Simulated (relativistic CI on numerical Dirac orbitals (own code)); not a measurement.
**Line list: Electric-dipole lines, Mo5+**

Calculated at this level of theory: Dirac-Coulomb-Breit CI, separate exchange-only KLI orbitals for each configuration, model QED, valence Slater integrals scaled by 0.85, P86 correlation estimate, and configurations built on the next ion tied to the tabulated ionisation energy (semi-empirical) (own radial code, finite nucleus).

Configurations in the expansion (outside the closed core [Ar] 3d10): 4s2 4p6 4d, 4s2 4p6 5s, 4s2 4p6 5p, 4s2 4p6 5d, 4s2 4p6 6s, 4s2 4p6 4f, 4s2 4p6 5f, 4s2 4p5 4d2, 4s2 4p4 4d3, 4s2 4p6 6p, 4s 4p6 4d2, 4s2 4p5 4d 4f, 4s2 4p6 6d, 4s2 4p6 5g, 4s2 4p6 6f, 4s2 4p5 4d 5s, 4s2 4p5 4d 5p, 4s 4p6 4d 4f, 4p6 4d3, 4s2 4p4 4d 4f2, 4s2 4p5 4d 5d, 4s2 4p5 5s2, 4s2 4p5 4d 6s. Levels of other configurations are missing.

```csv
λ vac (nm),Lower,Upper,A (s⁻¹),E lower (cm⁻¹),E upper (cm⁻¹)
22.652,4s2 4p6 4d 2D_3/2 [1],4s2 4p6 6f 2F°_5/2 [64],5.16e+10,0,441463
22.703,4s2 4p6 4d 2D_5/2 [2],4s2 4p6 6f 2F°_7/2 [66],9.84e+10,2500,442963
22.781,4s2 4p6 4d 2D_5/2 [2],4s2 4p6 6f 2F°_5/2 [64],3.58e+10,2500,441463
26.699,4s2 4p6 4d 2D_3/2 [1],4s2 4p6 5f 2F°_5/2 [50],4.72e+09,0,374539
36.296,4s2 4p6 4d 2D_3/2 [1],4s2 4p6 4f 2F°_5/2 [6],1.19e+10,0,275514
36.585,4s2 4p6 4d 2D_5/2 [2],4s2 4p6 4f 2F°_7/2 [7],1.36e+10,2500,275835
53.441,4s2 4p6 4d 2D_5/2 [2],4s2 4p6 5p 2P°_3/2 [5],6.10e+09,2500,189621
54.086,4s2 4p6 4d 2D_3/2 [1],4s2 4p6 5p 2P°_1/2 [4],6.62e+09,0,184889
63.604,4s2 4p6 5d 2D_5/2 [9],4s2 4p6 6f 2F°_7/2 [66],2.66e+09,285740,442963
63.898,4s2 4p6 5d 2D_3/2 [8],4s2 4p6 6f 2F°_5/2 [64],2.30e+09,284964,441463
76.300,4s2 4p6 5p 2P°_1/2 [4],4s2 4p6 6s 2S_1/2 [14],2.18e+09,184889,315950
79.159,4s2 4p6 5p 2P°_3/2 [5],4s2 4p6 6s 2S_1/2 [14],4.39e+09,189621,315950
82.880,4s2 4p6 4f 2F°_5/2 [6],4s2 4p6 5g 2G_7/2 [56],5.52e+09,275514,396170
83.100,4s2 4p6 4f 2F°_7/2 [7],4s2 4p6 5g 2G_9/2 [57],5.75e+09,275835,396172
99.925,4s2 4p6 5p 2P°_1/2 [4],4s2 4p6 5d 2D_3/2 [8],3.89e+09,184889,284964
104.04,4s2 4p6 5p 2P°_3/2 [5],4s2 4p6 5d 2D_5/2 [9],4.32e+09,189621,285740
104.88,4s2 4p6 5p 2P°_3/2 [5],4s2 4p6 5d 2D_3/2 [8],7.05e+08,189621,284964
111.64,4s2 4p6 5d 2D_3/2 [8],4s2 4p6 5f 2F°_5/2 [50],2.33e+09,284964,374539
111.72,4s2 4p6 5d 2D_5/2 [9],4s2 4p6 5f 2F°_7/2 [52],3.08e+09,285740,375247
148.29,4s2 4p6 5s 2S_1/2 [3],4s2 4p6 5p 2P°_3/2 [5],9.68e+08,122185,189621
159.48,4s2 4p6 5s 2S_1/2 [3],4s2 4p6 5p 2P°_1/2 [4],7.75e+08,122185,184889
170.54,4s2 4p6 5d 2D_5/2 [9],4s2 4p6 6p 2P°_3/2 [34],1.14e+09,285740,344376
174.18,4s2 4p6 5d 2D_3/2 [8],4s2 4p6 6p 2P°_1/2 [33],1.24e+09,284964,342375
184.35,4s2 4p6 6d 2D_5/2 [54],4s2 4p6 6f 2F°_7/2 [66],9.49e+08,388717,442963
188.22,4s2 4p6 6d 2D_3/2 [53],4s2 4p6 6f 2F°_5/2 [64],9.35e+08,388335,441463
217.58,4s2 4p6 6p 2P°_1/2 [33],4s2 4p6 6d 2D_3/2 [53],1.16e+09,342375,388335
225.52,4s2 4p6 6p 2P°_3/2 [34],4s2 4p6 6d 2D_5/2 [54],1.31e+09,344376,388717
351.79,4s2 4p6 6s 2S_1/2 [14],4s2 4p6 6p 2P°_3/2 [34],2.66e+08,315950,344376
378.43,4s2 4p6 6s 2S_1/2 [14],4s2 4p6 6p 2P°_1/2 [33],2.14e+08,315950,342375
742.39,4s2 4p6 5f 2F°_7/2 [52],4s2 4p6 6d 2D_5/2 [54],3.24e+07,375247,388717
```

Terms are leading LS components. Brackets give the number of a level in order of energy, since labels repeat. The list gives strong lines, with weight on those to low levels, without configurations that were not tied to measured data, without lines whose two gauges differ by over a factor of 2.5, among the lowest 140 of 2241 levels, so that lines to higher ones, which can be the strongest, are missing, and without 2 lines that miss the measured interval by over 7 %, start from a term whose rates miss tabulated ones by over 60 %, have gauges far apart or, lacking measured levels, span too small a gap for the errors found; lines with a level outside our table were not tested and can miss by more. Levels whose partners in the same complex of configurations lie outside the list can be far off, and so can their lines. Rates are taken at the computed energies, electric ones in the length gauge.

Configurations that consist of the next ion and one excited electron were tied to the tabulated ionisation energy; Rydberg ones are usually within 1,000 to 3,000 cm⁻¹ and the lowest ones within about 6,000 (9,000 in d shells), while levels on excited terms of the next ion carry the error of that term, and the other configurations can be misplaced by 10,000 cm⁻¹ or more. Rates follow the energies as ν³ (E1, M1) or ν⁵ (E2), so rates, branching and lifetimes can be off by large factors. 14 of the 23 excited levels that our extract of the measured tables holds in this range could be paired (the sources list more); they are missed by 8445 cm⁻¹ on average and 25162 at most, and levels without a partner can miss by more.

(1) From the table, what is the radiative lifetime of 4s2 4p6 6f 2F°_5/2?

Answers

(1) The listed rates from this level add up to about 9.07e+10 s⁻¹, 100 % of its decay; with all channels τ = 1.10e-11 s.

LS names give the leading component of a level, which can be under half, so a name can repeat, a term be missing and a line seem to break the LS rules.
